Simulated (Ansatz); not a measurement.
C$_{2}$H$_{7}$BO$_{3}$, SMILES `COB(O)OC`, relaxed with RKS PBE0-D4/def2-TZVP in the Gaussian-basis code of Ansatz from a PBE-D4/def2-SVP geometry. The force threshold is 0.005 eV/Å; the program also tests the step.

Charge 0, multiplicity 1.

Start:

```xyz
13

C     1.057   -0.384   -1.824
O     0.643   -0.235   -0.478
B    -0.614    0.216   -0.163
O    -1.521    0.522   -1.153
O    -0.990    0.363    1.151
C    -0.113    0.059    2.221
H     1.570    0.535   -2.183
H     1.778   -1.225   -1.882
H     0.204   -0.591   -2.503
H    -2.364    0.800   -0.754
H     0.059    0.969    2.836
H     0.866   -0.318    1.860
H    -0.575   -0.712    2.874
```

Q: By how much does the energy fall, and how many steps does the optimiser take? (An estimate is asked.)

A: The calculation gave: 5.39 kJ/mol, in 38 steps, 8 of them rejected.

Q: Which bonds change most? (An estimate is asked.)

A: The calculation gave: C6–H11 from 1.111 to 1.091 Å; C1–H7 from 1.112 to 1.093 Å; C1–H8 from 1.109 to 1.090 Å; C6–H12 from 1.109 to 1.092 Å.

Q: Give the relaxed structure. (Estimate.)

A: Ansatz gave: 
```xyz
13

C     0.997   -0.476   -1.816
O     0.621   -0.309   -0.464
B    -0.565    0.279   -0.153
O    -1.407    0.698   -1.147
O    -0.931    0.465    1.147
C    -0.112    0.038    2.215
H     1.070    0.486   -2.329
H     1.972   -0.964   -1.829
H     0.276   -1.099   -2.352
H    -2.204    1.094   -0.787
H    -0.167    0.787    3.007
H     0.926   -0.084    1.902
H    -0.477   -0.915    2.607
```
